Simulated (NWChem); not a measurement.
# C3H9ClSi; SMILES C[Si](C)(C)Cl

Computed with NWChem. Pople sets run with spherical d functions. All runs use the structure optimised with PBE0/def2-SVP. B3LYP is NWChem's, with the RPA form of VWN correlation.

Order these by “highest occupied level (eV)”, lowest first: B3LYP/def2-SVPD; B3LYP/def2-SVP; B3LYP/STO-3G.

B3LYP/def2-SVPD (-8.15), B3LYP/def2-SVP (-7.89), B3LYP/STO-3G (-5.80)
